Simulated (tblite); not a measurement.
C4H2F3O2 (SMILES O=C(C=[C]O)C(F)(F)F), doublet, geometry from GFN2-xTB; GFN1-xTB (tblite 0.6.0).

Input for tblite:
```
$ tblite run mol.xyz --method gfn1 --charge 0 --spin 1 --json tblite.json --no-restart

# file mol.xyz
11

O      0.82789346     1.23179624     0.36035721
C      0.28479060     0.17548767     0.04107469
C      0.94444449    -1.00447552    -0.38586818
C      2.30150257    -0.89639379    -0.42666776
O      3.00283525     0.10472525    -0.13516509
C     -1.25906103     0.06198459     0.09139805
F     -1.63968948    -0.90302803     0.93919210
F     -1.75514222    -0.25781263    -1.11120989
F     -1.83737272     1.19220159     0.47950405
H      0.40015599    -1.89020288    -0.64832010
H      2.41379458     0.89616470     0.15978629
```

What does tblite print? Leave out banner, timings and long lists.


```
xTB calculator
 | screened Coulomb repulsion
 | Coulomb electrostatics
 |  * isotropic Klopman-Ohno-Mataga-Nishimoto electrostatics
 |  * onsite third-order electrostatics
 | DFT-D3(BJ) dispersion correction

halogen bonding energy    0.0000000000000E+00 Eh
repulsion energy          1.9321576293973E-01 Eh
dispersion energy        -3.8799542428066E-03 Eh
number of electrons       5.1000000000000E+01 e
integral cutoff           1.9731147476801E+01 bohr

------------------------------------------------------------
  cycle        total energy    energy error   density error
------------------------------------------------------------
      1     -33.72580236725  -3.3915138E+01   7.0226588E-01
      2     -34.24741308430  -5.2161072E-01   3.5196768E-01
      3     -34.24942007288  -2.0069886E-03   1.6944282E-01
      4     -34.24652200625   2.8980666E-03   3.8983923E-02
      5     -34.25176126195  -5.2392557E-03   7.4530954E-03
      6     -34.25181953696  -5.8275012E-05   2.6497399E-03
      7     -34.25183282292  -1.3285959E-05   6.1655448E-04
      8     -34.25183350585  -6.8292398E-07   1.4488786E-04
      9     -34.25183353509  -2.9239764E-08   4.8248301E-05
     10     -34.25183353867  -3.5865426E-09   1.4325561E-05
------------------------------------------------------------

electronic energy        -3.4441169347371E+01 Eh
total energy             -3.4251833538674E+01 Eh

Post processing:
 | Mayer-Wiberg bond orders

[Info] JSON dump of results written to 'tblite.json'
```
